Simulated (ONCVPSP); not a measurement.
## zirconium (Zr): one change to an ONCV potential, before and after

ONCVPSP 4.0.1 input, shortened (lines: element, Z, core and valence counts, functional; n l f; lmax; l rc ep ncon nbas qcut; lloc lpopt rc5 dvloc0; l nproj debl; icmod fcfact rcfact), PBE, scalar-relativistic:

```
  Zr 40.00    6    4        4      upf
    1    0    2.00
    2    0    2.00
    2    1    6.00
    3    0    2.00
    3    1    6.00
    3    2   10.00
    4    0    2.00
    4    1    6.00
    4    2    2.00
    5    0    2.00
    3
    0    1.85    0.00    3    7    7.40
    1    1.80    0.00    3    7    7.00
    2    3.05    0.00    4    9    4.90
    3    2.80    0.22    3    6    4.30
    4    5    1.80    0.00
    0    2    0.70
    1    1    1.80
    2    2    1.00
    3    3    2.10
    3    3.00    1.10
```

Change: all radii but the core radius scaled by about 1.33 (s 2.46, p 2.40, d 4.06, f 3.74 bohr); local potential polynomial inside 2.40 bohr (lpopt 5, dvloc0 0 Ha).

Cutoffs: the cutoffs (Ha) at which the residual kinetic energy of the hardest occupied pseudo-wave falls to 1 and 0.1 mHa per electron; they do not see the model core or the augmentation charge, which bear on the density cutoff. Errors are all-electron minus pseudo energies relative to the spin-unpolarised reference configuration.

Task: How do hardness, ghosts and transferability respond?

Result: The potential gets softer (17 Ha and 21 Ha → 12 Ha and 15 Ha); of the 4 tests that both files solve, the error grows in 4 and shrinks in 0 by more than 15 % and 0.3 meV (median size 22.2 → 42.4 meV); neither file shows a bound ghost. A larger radius leaves more room for a smooth pseudo-wave, so fewer plane waves are needed. More of the atom is replaced by a form fitted at one configuration, so other configurations suffer.

```csv
quantity,base,changed
"cutoff, loose",17 Ha,12 Ha
"cutoff, tight",21 Ha,15 Ha
loose cutoff by channel,"s 17 Ha, p 9.7 Ha, d 8.6 Ha","s 12 Ha, p 10 Ha, d 6.8 Ha"
bound ghosts,none,none
GHOST(+) flags under 300 eV,none,none
"error for 4s2 4p6 4d2 5s1, meV [ΔE 7.14 eV]",-1.1,-3.2
"error for 4s2 4p6 4d2 5s0, meV [ΔE 20.08 eV]",-9.7,-37
"error for 4s2 4p6 4d1 5s0, meV [ΔE 42.70 eV]",+46,+186
"error for 4s2 4p6 4d2 5s0 5p2, meV [ΔE 6.21 eV]",-35,-48
"rms error of d²Exc/dni dnj with the model core, mHa",1.05,1.95
```
